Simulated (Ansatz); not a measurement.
Reaction (substitution at a C–C bond): `CC[O][Hf]([Cl])([N](C)C)[N](C)C` + `[CH3][SnH]([NH2])[OH]` → `C[O][SnH]([CH3])[NH2]` + `C[O][Hf]([Cl])([N](C)C)[N](C)C`

Computed with Ansatz on PBE0-D4/def2-TZVP structures; ΔE is electronic, products minus reactants. CBS: MP2 limit from def2 TZ/QZ plus the TZ coupled-cluster correction, frozen cores. DFT in def2-TZVPP. def2 core potentials past Kr. For Hf, Sn outer-core shells are correlated without core-valence functions, which leaves a few kJ/mol of doubt a bond. Each species was taken in one conformer, which may not be the lowest.

`CC[O][Hf]([Cl])([N](C)C)[N](C)C`:

Z-matrix (Å, degrees):
```
Hf
Cl 1 2.400
N 1 2.019 2 111.7
C 1 2.941 2 94.2 3 20.4
N 1 2.030 2 108.0 3 116.2
C 1 3.171 2 117.8 3 97.4
O 1 1.919 2 112.3 3 -121.4
C 1 3.164 2 122.2 3 -19.0
C 1 2.963 2 93.4 3 138.2
H 4 1.098 1 72.7 2 48.0
H 4 1.100 1 125.9 2 146.9
H 4 1.099 1 124.3 2 -50.9
H 6 1.100 1 123.8 2 -8.1
H 6 1.092 1 82.0 2 -114.4
H 6 1.100 1 122.6 2 139.7
C 7 1.395 1 161.0 2 -107.2
H 8 1.092 1 82.1 2 -119.0
H 8 1.099 1 122.1 2 -12.8
H 8 1.100 1 123.9 2 134.7
H 9 1.098 1 73.2 2 52.3
H 9 1.100 1 124.3 2 152.0
H 9 1.099 1 125.8 2 -46.2
C 16 1.513 7 112.0 1 -2.7
H 16 1.097 7 108.9 1 119.4
H 16 1.097 7 108.7 1 -124.4
H 23 1.093 16 110.5 7 -178.5
H 23 1.093 16 110.6 7 -58.4
H 23 1.093 16 110.8 7 61.7
```

`[CH3][SnH]([NH2])[OH]`:

```xyz
11

C     0.426    0.971    1.408
Sn    0.189   -0.579   -0.027
N    -1.443   -0.429   -1.213
O     1.709   -0.288   -1.245
H     0.279    1.935    0.920
H    -0.295    0.861    2.218
H     1.436    0.932    1.815
H     0.221   -2.186    0.560
H    -1.862    0.488   -1.278
H    -2.172   -1.103   -1.027
H     1.513   -0.601   -2.131
```

`C[O][SnH]([CH3])[NH2]`:

```xyz
14

C     0.533    0.124    2.270
O     0.284   -0.743    1.199
Sn    0.419   -0.073   -0.660
C    -1.293    1.129   -1.048
N     0.388   -1.680   -1.872
H     0.503   -0.450    3.202
H    -0.219    0.923    2.354
H     1.522    0.603    2.212
H     1.940    0.700   -0.789
H    -1.306    1.990   -0.380
H    -1.278    1.476   -2.081
H    -2.193    0.537   -0.880
H     1.165   -2.312   -1.727
H    -0.463   -2.223   -1.801
```

`C[O][Hf]([Cl])([N](C)C)[N](C)C`:

Z-matrix (Å, degrees):
```
Hf
C 1 2.939
C 1 3.174 2 76.4
N 1 2.030 2 94.6 3 7.7
C 1 3.165 2 46.3 3 -112.3
O 1 1.917 2 135.0 3 -117.7
Cl 1 2.399 2 93.7 3 115.9
C 1 2.956 2 118.7 3 18.3
N 1 2.019 2 26.5 3 -111.0
H 2 1.100 1 125.8 3 30.9
H 2 1.098 1 72.6 3 -67.9
H 2 1.099 1 124.4 3 -166.7
H 3 1.100 1 122.8 2 -128.7
H 3 1.092 1 82.2 2 -22.7
H 3 1.100 1 123.4 2 83.7
H 5 1.100 1 123.9 2 73.4
H 5 1.099 1 122.1 2 -74.1
H 5 1.092 1 82.1 2 179.7
C 6 1.389 1 164.3 2 145.7
H 8 1.098 1 72.9 2 154.5
H 8 1.099 1 125.3 2 55.9
H 8 1.100 1 125.0 2 -106.2
H 19 1.096 6 111.1 1 -25.8
H 19 1.095 6 110.6 1 94.7
H 19 1.095 6 110.3 1 -145.8
```

| level | ΔE (kJ/mol) |
| --- | --- |
| PBE-D4 | 70.9 |
| PBE0-D4 | 73.0 |
| ωB97X-V | 70.9 |
| ωB97M-V | 74.0 |
| SCS-MP2/def2-TZVPP | 73.6 |
| SCS-MP2/def2-QZVPP | 74.7 |
| HF/CBS(def2) | 61.9 |
| CCSD/CBS(def2) | 75.2 |

(1) What does CCSD(T)/CBS give? (Best estimate.)

Largest T1 diagnostic among the species: 0.014.

Answers

(1) Ansatz gave: +76.3 kJ/mol. The listed levels differ from it by -5.4, -3.3, -5.4, -2.3, -2.7, -1.6, -14.4, -1.1 kJ/mol.

In def2-TZVPP, CCSD(T) changes the Hartree–Fock value by +12.6 kJ/mol (the triples alone add +1.1 kJ/mol) and MP2 by +17.3 kJ/mol. The D4 term adds +3.2 kJ/mol with B3LYP and +2.0 kJ/mol with PBE0; it sums over pairs of atoms, weighted by their polarisabilities, and B3LYP, whose exchange is more repulsive, gets the larger term.

B3LYP here is the variant with VWN-RPA as its local correlation; programs differ in this.
